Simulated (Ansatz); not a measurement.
```yaml
crystal:
  periodic: [false, false, false]
  atoms:
    - {symbol: Ge, position_ang: [-2.031463, 0.572806, 0.134664]}
    - {symbol: Ge, position_ang: [1.811663, 0.967466, -0.505459]}
    - {symbol: Te, position_ang: [0.138065, -0.971342, 0.230537]}
    - {symbol: Te, position_ang: [4.157963, 0.138718, -0.613324]}
    - {symbol: Te, position_ang: [-4.076228, -0.707657, 0.753582]}
basis:
  gaussian: {orbitals: def2-TZVPD, initial_orbitals: start.molden}
total_charge: -1
magnetization: {spin_polarized: true, initial_magnetization: 1}
hamiltonian: {xc: hse06, dispersion: d4}
scf: {omitted_lower_state_checks: [starts]}
output: {orbitals: {seedname: orbitals}}
```

The file start.molden holds the orbitals of an earlier run on this structure, at another level or in another basis.

```sh
$ ansatz run in.yaml --threads 4 --pin off --events-out ev --progress --plain --max-ram 4787MiB
```

(1) Does this run fit into the memory that it is given?

Results:

(1) No. It has 285 basis functions, and Ansatz plans for 4.70 GiB where 4.67 GiB are given.
